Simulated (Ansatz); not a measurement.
The cluster V₃O₂⁺. Charge 1, multiplicity 1. Geometry PBE-D4/def2-SVP; atoms count from 1.

```xyz
5

V     1.4606    0.0655    0.5413
V    -0.3878   -0.6264   -0.0715
V    -0.5458    1.4120   -0.3728
O    -1.3112    0.3829   -1.4498
O     0.7842   -1.2340    1.3528
```

The restricted singlet is unstable towards broken spin symmetry at other levels; at PBE0-D4/def2-TZVP this wasn't settled. No other spin state of charge 1 was run. The geometry of the singlet was relaxed on an unsound state (restricted singlet, unstable towards broken spin symmetry at other levels and untested here). Another isomer (singlet) lies 0.11 eV lower at PBE0-D4/def2-TZVP; other spin states weren't run for this one.

Estimate the Mulliken populations from the PBE0/def2-TZVP orbitals of Ansatz.


| atom | charge (e) | d electrons |
| --- | --- | --- |
| V1 | 0.64 | 3.53 |
| V2 | 0.83 | 3.62 |
| V3 | 0.64 | 3.53 |
| O4 | -0.56 | – |
| O5 | -0.56 | – |
Mulliken values and Mayer orders depend strongly on the basis.

And the Mayer bond orders between bonded heavy atoms (over 0.3)?

V1–V2 1.97 (2.07 Å); V1–V3 1.21 (2.58 Å); V1–O5 1.50 (1.67 Å); V2–V3 1.97 (2.07 Å); V2–O4 0.63 (1.94 Å); V2–O5 0.63 (1.94 Å); V3–O4 1.50 (1.67 Å).
